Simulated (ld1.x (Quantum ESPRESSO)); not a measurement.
## Which setting gave this result? (Be, TM)

Base potential:

| Quantity | Value |
| --- | --- |
| Element | Be |
| Generator | ld1.x (Quantum ESPRESSO) 7.5 |
| Type | norm-conserving Troullier–Martins (Kleinman–Bylander form) |
| Functional | PBE |
| Relativity | scalar-relativistic |
| Frozen core | none |
| Valence charge | 4 |
| Reference configuration | 1s2 2s2 2p0 |
| Partial waves | 1s (bound): rc 0.45 bohr; 2p (bound, empty): rc 4.20 bohr; 3d channel at 0.3 Ry: rc 4.05 bohr |
| Local potential | all-electron potential smoothed inside 3.20 bohr (lloc = -1) |
| Core correction | none |

Occupied shells without a wave of their own: 2s. They enter only through the test configuration that unscreens the potential.

Cutoffs, loose and tight: the cutoffs (Ry, on a coarse ladder) from which the occupation-weighted sum of valence levels, in a spherical-Bessel basis at the reference potential, stays within 10 and 1 mRy of its value at 400 Ry. They do not see the model core or the augmentation charge, which bear on the density cutoff. Test errors are all-electron minus pseudo excitation energies from the reference, over the configurations 1s2 2s1 2p0; 1s2 2s0 2p0; 1s2 2s1.5 2p0; 1s2 2s0 2p1; 1s2 2s1 2p1; 1s1 2s2 2p0; 1s2 2s0 2p2; variants that change the core or the reference have their own tests. The largest error is taken over the tests solved by every variant that gives reliable tests at all, those not shown here included: 1s1 2s2 2p0; 1s2 2s0 2p0; 1s2 2s0 2p1; 1s2 2s0 2p2; 1s2 2s1 2p0; 1s2 2s1.5 2p0.

Only the scale of all radii (base = 1) is moved (1 further runs of the sweep failed or gave no value and are left out):

| scale of all radii (base = 1) | bound ghosts | largest test error (meV) | median size of the test errors |
| --- | --- | --- | --- |
| 0.77 | not determined | +4103 | 1534.6 meV |
| 0.86 | none | +5273 | 1985.0 meV |
| 0.94 | none | +6148 | 2322.4 meV |
| 1.01 | none | +6489 | 2453.4 meV |
| 1.17 | none | +7600 | 2881.3 meV |
| 1.28 | none | +9414 | 3586.5 meV |

Task: One more run gave bound ghosts: none; largest test error (meV): +6939; median size of the test errors: 2626.1 meV. Which value of the scale of all radii (base = 1) was used?

Result: 1.09. The median size of the test errors moves one way along this sweep, from 1534.6 meV at 0.77 to 3586.5 meV at 1.28, which places the run between 1.01 and 1.17.
